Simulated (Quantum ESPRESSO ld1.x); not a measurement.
Problem. Radial electron density D(r) = 4 pi r^2 rho(r) of an atom or ion with 24 electrons. Calculated with ld1.x of Quantum ESPRESSO 7.5: scalar-relativistic Kohn-Sham, revPBE, spin-unpolarised, spherical densities, point nucleus.

r (bohr),D(r) (e/bohr)
0.007014,6.106
0.009133,9.140
0.01189,13.22
0.01549,18.29
0.02016,23.90
0.02626,29.04
0.03419,32.26
0.04452,32.30
0.05797,29.38
0.07609,26.09
0.09908,26.57
0.129,31.73
0.168,36.56
0.2187,33.84
0.2848,23.53
0.3709,15.08
0.483,15.18
0.6289,18.01
0.8254,15.19
1.075,8.388
1.4,3.263
1.822,1.234
2.373,0.6390
3.09,0.2967
4.024,0.07815
5.239,0.008924
6.822,0.0003289

What is the nuclear charge?

Solution. Z = 27. The innermost maximum, from 1s, lies near gamma/Z bohr with gamma = sqrt(1 - (Z/c)^2) = 0.980, here 0.0363 bohr (found: 0.0392), and its height grows with Z. The density is that of the cobalt ion Co3+ in [Ar] 3d5 4p1; the configuration itself is not fixed sharply by these data, and Z only to about a unit. D(r) has 3 maxima, at r = 0.0392, 0.178, 0.649 bohr, and minima at 0.0851, 0.418 bohr, inside which lie 2.11, 10.69 electrons.
